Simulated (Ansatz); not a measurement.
The cluster K3S2. Total charge 0; doublet. Geometry r2SCAN-D4/def2-SVP; atoms count from 1.

```xyz
5

K     0.3411   -0.2717    2.3535
K     1.7563    0.8713   -1.3724
K    -2.0982   -0.5992   -0.9825
S     0.5890   -1.6146   -0.2708
S    -0.5881    1.6141    0.2721
```

The structure comes from a short search, and lower isomers may exist.

Estimate the Mulliken populations from the PBE0/def2-TZVP orbitals of Ansatz.


```
atom  charge (e)  spin (α − β)
  K1        0.57         -0.03
  K2        0.57         -0.03
  K3        0.57         -0.03
  S4       -0.85          0.55
  S5       -0.85          0.54
```
Mulliken values and Mayer orders depend strongly on the basis.

Where does the spin sit?

Summed by element: K -0.09, S 1.09, of 1 unpaired in all. Largest on single atoms: S4 0.55, S5 0.54, K3 -0.03.

And the Mayer bond orders between bonded heavy atoms (over 0.3)?

K1–S4 0.39 (2.96 Å); K1–S5 0.39 (2.96 Å); K2–S4 0.39 (2.96 Å); K2–S5 0.39 (2.96 Å); K3–S4 0.39 (2.96 Å); K3–S5 0.39 (2.96 Å). Values over 0.3 also appear between atoms too far apart for a bond (S4–S5 0.39 at 3.48 Å); they arise where an orbital or an unpaired electron spreads over both atoms.
